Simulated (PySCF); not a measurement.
# Finite-field polarisability of He (helium, neutral)

1s2, closed-shell 1S. Computed with PySCF 2.14 in ANO-RCC-VTZP (3s2p1d, 14 functions), with scalar relativity by spin-free X2C-1e. Frozen: nothing. Energy changes in a uniform field (μhartree):

```
axis  F (au)        HF       MP2      CCSD   CCSD(T)
   x   0.012   -94.445   -96.723   -98.457   -98.457
   x   0.024  -377.803  -386.913  -393.851  -393.851
```

Task: Derive α along x at CCSD(T) from the two fields.

Result: With ΔE = −αF²/2 − γF⁴/24, α = −(16 ΔE(F) − ΔE(2F))/(6F²) = 1.367 bohr³.

Task: And the mean polarisability at each level?

Result: HF 1.312, MP2 1.343, CCSD 1.367, CCSD(T) 1.367 bohr³. Reference: 1.384 bohr³ (recommended; Schwerdtfeger and Nagle, table of static dipole polarizabilities (2023 update)).

The basis has no added diffuse functions, which lowers α.
